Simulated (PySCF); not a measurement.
## Electron correlation in Xe⁴²⁺ (xenon, charge +42)

Starting occupation: [Ne] 3s2. All numbers are calculated (PySCF 2.14, X2C-1e with screened-nucleus spin-orbit coupling, Gaussian nucleus, in an uncontracted even-tempered set (18 s from 3.2 bohr⁻², ratio 2.6; 14 p from 4.2 bohr⁻², ratio 2.6; 6 d from 4.3 bohr⁻², ratio 2.8; 4 f from 60 bohr⁻², ratio 2.8)). Frozen: 1s2; 10 electrons correlated; the 54 highest virtual spinors left out.

MP2 pair energies summed by pair of shells (mhartree):

```csv
pair,energy,share (%)
3s1/2-3s1/2,-110.51,23.5
2p1/2-2p3/2,-99.57,21.2
2p3/2-2p3/2,-94.98,20.2
2p3/2-2s1/2,-41.10,8.7
2p3/2-3s1/2,-40.85,8.7
2p1/2-2p1/2,-23.30,5.0
2p1/2-2s1/2,-21.17,4.5
2p1/2-3s1/2,-18.72,4.0
2s1/2-2s1/2,-11.02,2.3
2s1/2-3s1/2,-9.24,2.0
```

Total MP2 correlation energy: -470.46 mhartree.

The virtual space was cut to 56 spinors, which keep -415.15 of the -470.46 mhartree of MP2 correlation.

```json
{"level": "CCSD", "correlation energy (mhartree)": "-446.29"}
{"level": "(T)", "correlation energy (mhartree)": "-0.83"}
{"level": "CCSD(T)", "correlation energy (mhartree)": "-447.12"}
```

Diagnostics: T1 = 0.00018, largest double amplitude 0.085.

**Question.** Is a single reference adequate?

**Answer.** Mostly. T1 lies below 0.03, but a double amplitude of this size points to a near-degeneracy that CCSD handles and MP2 describes poorly.

The coupled-cluster values are those of the cut space; adding the MP2 remainder, -55.31 mhartree, estimates the full space.

At this charge the one-electron X2C treatment keeps the bare 1/r₁₂, with no two-electron picture change or Breit term. The effect here is smaller than on the frozen 1s shell.
